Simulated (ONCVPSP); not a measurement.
# Building the ONCV potential for silicon (Si) (PBE, scalar-relativistic).

The input file (ONCVPSP 4.0.1):

```
# ATOM AND REFERENCE CONFIGURATION
# atsym  z   nc   nv     iexc    psfile
  Si 14.00    3    2        4      upf
#
#   n    l    f
    1    0    2.00
    2    0    2.00
    2    1    6.00
    3    0    1.00
    3    1    3.00
#
# PSEUDOPOTENTIAL AND OPTIMIZATION
# lmax
    1
#
#   l,   rc,      ep,       ncon, nbas, qcut
    0    1.50    0.00    4    7    4.60
    1    2.30    0.00    5    8    3.20
#
# LOCAL POTENTIAL
# lloc, lpopt,  rc(5),   dvloc0
    0    5    1.50    0.00
#
# VANDERBILT-KLEINMAN-BYLANDER PROJECTORs
# l, nproj, debl
    0    0    3.10
    1    2    3.50
#
# MODEL CORE CHARGE
# icmod, fcfact, rcfact
    4    0.70    0.00
#
# LOG DERIVATIVE ANALYSIS
# epsh1, epsh2, depsh
   -2.00    5.00    0.02
#
# OUTPUT GRID
# rlmax, drl
    6.00    0.01
#
# TEST CONFIGURATIONS
# ncnf
    4
# nvcnf
#   n    l    f
    2
    3    0    2.00
    3    1    2.00
#
    2
    3    0    2.00
    3    1    1.00
#
    2
    3    0    2.00
    3    1    0.00
#
    2
    3    0    0.00
    3    1    4.00
#
```

Command:

```bash
oncvpsp.x < Si.dat > Si.out
```

Resulting log (shortened: citation, most of the input echo, consistency checks and plot data are left out):

```
ONCVPSP  (Optimized Norm-Conservinng Vanderbilt PSeudopotential)
scalar-relativistic version 4.0.1

#   n    l    f        energy (Ha)
    1    0    2.00    -6.5694718E+01
    2    0    2.00    -5.1873699E+00
    2    1    6.00    -3.5721621E+00
    3    0    1.00    -4.2488424E-01
    3    1    3.00    -1.7157127E-01

Reference configufation results
  iterations    22
  all-electron total energy (Ha)   -2.89586398D+02

Begin loop to  construct optimized pseudo wave functions
and semi-local pseudopoentials for all angular momenta

Calculating optimized projector #   1

 for l=   0

    Fraction of norm inside rc  0.220437
    Optimizing pswf for qcut=   4.60 a_B^-1,  ecut=  10.56 Ha
    Residual kinetic energy error=  1.76D-04 Ha

    Energy error per electron        Cutoff
         Ha          eV             Ha
         0.01000     0.27211        5.13
         0.00100     0.02721        7.76
         0.00010     0.00272       26.65
         0.00001     0.00027       54.13

   Wellstate for l =  1  n =  6
     eigenvalue =   3.3284
     asymptotic potential =   3.8284
     half-point radius =  4.2469

Calculating optimized projector #   1

 for l=   1

    Fraction of norm inside rc  0.423838
    Optimizing pswf for qcut=   3.20 a_B^-1,  ecut=   5.13 Ha
    Residual kinetic energy error=  1.91D-04 Ha

    Energy error per electron        Cutoff
         Ha          eV             Ha
         0.01000     0.27211        2.12
         0.00100     0.02721        3.24
         0.00010     0.00272       10.00
         0.00001     0.00027       31.07

Calculating optimized projector #   2

 for l=   1

    Fraction of norm inside rc  0.170252
    Optimizing pswf for qcut=   3.20 a_B^-1,  ecut=   5.13 Ha
    Residual kinetic energy error=  4.66D-02 Ha

    Energy error per electron        Cutoff
         Ha          eV             Ha
         0.01000     0.27211        5.93
         0.00100     0.02721        9.50
         0.00010     0.00272       31.31
         0.00001     0.00027       41.55

Construct Vanderbilt / Kleinmman-Bylander projectors

B matrix Hermiticity error, ll=   1
   1   2    5.6067E-05

  Orthonormal projector coefficients -2.4512E+00  1.0107E+00

Model core correction analysis
  based on d2Exc/dn_idn_j

d2excae - all-electron derivatives

   -3.820959D-02   -2.945368D-02
   -2.945495D-02   -2.762915D-02

d2excps - pseudofunction derivatives with no core correction

   -4.204163D-02   -3.138983D-02
   -3.139563D-02   -2.846485D-02

rms 2nd derivative error    2.392587E-03

rmatch, rhocmatch    1.2126    0.6061

Coarse scan for minimum error
  matrix elements: rms 2nd-derivative errors (mHa)
  column index : amplitude prefactor to rhocmatch
  row index : scale prefactor to rmatch

         1.500  2.000  2.500  3.000  3.500  4.000  4.500  5.000  5.500  6.000

  1.0    1.980  2.005  2.064  2.129  2.188  2.241  2.285  2.322  2.351  2.375
  1.1    1.703  1.672  1.692  1.728  1.768  1.805  1.836  1.863  1.883  1.898
  1.2    1.382  1.277  1.238  1.227  1.226  1.228  1.228  1.226  1.219  1.209
  1.3    1.014  0.821  0.707  0.630  0.571  0.519  0.470  0.421  0.373  0.323
  1.4    0.602  0.314  0.128  0.093  0.200  0.314  0.423  0.530  0.635  0.738
  1.5    0.172  0.297  0.589  0.835  1.050  1.246  1.430  1.604  1.772  1.934
  1.6    0.403  0.915  1.327  1.676  1.985  2.266  2.529  2.776  3.011  3.236
  1.7    0.944  1.592  2.122  2.578  2.984  3.354  3.698  4.019  4.323  4.611
  1.8    1.529  2.313  2.964  3.528  4.032  4.491  4.915  5.309  5.679  6.029
  1.9    2.146  3.068  3.841  4.514  5.114  5.659  6.159  6.623  7.056  7.463

Nelder-Mead iteration
 converged in  30 steps
amplitude prefactor, scale prefactor
    4.9118    1.3474

Optimized Teter model core charge

d2excps - pseudofunction derivatives with core correction

   -3.820543D-02   -2.946102D-02
   -2.946516D-02   -2.761792D-02

rms 2nd derivative error    8.683546E-06

Pseudoatom total energy   -3.517209

Diagnostic tests using Vanderbilt-Kleinman-Bylander pseudopotentials
  1 or more projectors used as specified by nproj input data

   l    rcore       rmatch      e in        delta e   norm test  slope test

   0   1.5039994   1.5496640  -0.4248842  -0.0000010   1.0000019   0.9999952

   1   2.3136745   2.3839227  -0.1715713  -0.0000005   1.0000071   1.0000171
   1   2.3136745   2.3839227   3.3284287   0.0000383   1.0000548   1.0000548

 Testing for bound ghosts
   n   l    E NL Schr. Eq   E Basis Diag.   E Cutoff

   2   1       -0.171572       -0.167861     56.29

 Testing for highly-localized positive-energy ghosts
       l    <radius>/rc     E Basis Diag.   E Cutoff

Test configuration 0

   n   l     f        eae           eps        diff
   1   0  2.0000  -65.69471830
   2   0  2.0000   -5.18736989
   2   1  6.0000   -3.57216206
   3   0  1.0000   -0.42488424   -0.42488527   -1.03D-06
   3   1  3.0000   -0.17157127   -0.17157174   -4.72D-07

    Total energies and differences
      AE_ref= -2.89586398D+02  AE_tst= -2.89586398D+02  dif=  0.00D+00
      PS_ref= -3.51720931D+00  PS_tst= -3.51720931D+00  dif= -1.51D-14
      PSP excitation error=  1.51D-14

Test configuration 1

   n   l     f        eae           eps        diff
   1   0  2.0000  -65.63199305
   2   0  2.0000   -5.12654738
   2   1  6.0000   -3.51173570
   3   0  2.0000   -0.39736459   -0.39734037    2.42D-05
   3   1  2.0000   -0.14998149   -0.14999763   -1.61D-05

    Total energies and differences
      AE_ref= -2.89586398D+02  AE_tst= -2.89836820D+02  dif= -2.50D-01
      PS_ref= -3.51720931D+00  PS_tst= -3.76762047D+00  dif= -2.50D-01
      PSP excitation error= -1.12D-05

Test configuration 2

   n   l     f        eae           eps        diff
   1   0  2.0000  -65.98789348
   2   0  2.0000   -5.47570426
   2   1  6.0000   -3.86146401
   3   0  2.0000   -0.69950321   -0.69925042    2.53D-04
   3   1  1.0000   -0.42834919   -0.42814679    2.02D-04

    Total energies and differences
      AE_ref= -2.89586398D+02  AE_tst= -2.89552380D+02  dif=  3.40D-02
      PS_ref= -3.51720931D+00  PS_tst= -3.48323367D+00  dif=  3.40D-02
      PSP excitation error=  4.23D-05

Test configuration 3

   n   l     f        eae           eps        diff
   1   0  2.0000  -66.43699071
   2   0  2.0000   -5.90942986
   2   1  6.0000   -4.29635628
   3   0  2.0000   -1.04868596   -1.04787555    8.10D-04

    Total energies and differences
      AE_ref= -2.89586398D+02  AE_tst= -2.88964655D+02  dif=  6.22D-01
      PS_ref= -3.51720931D+00  PS_tst= -2.89594454D+00  dif=  6.21D-01
      PSP excitation error=  4.78D-04

Test configuration 4

   n   l     f        eae           eps        diff
   1   0  2.0000  -65.75312061
   2   0  2.0000   -5.24419510
   2   1  6.0000   -3.62854235
   3   1  4.0000   -0.19105068   -0.19104713    3.56D-06

    Total energies and differences
      AE_ref= -2.89586398D+02  AE_tst= -2.89330472D+02  dif=  2.56D-01
      PS_ref= -3.51720931D+00  PS_tst= -3.26127734D+00  dif=  2.56D-01
      PSP excitation error= -6.00D-06
```

The run took about 3.2 s on one core of a shared server CPU.
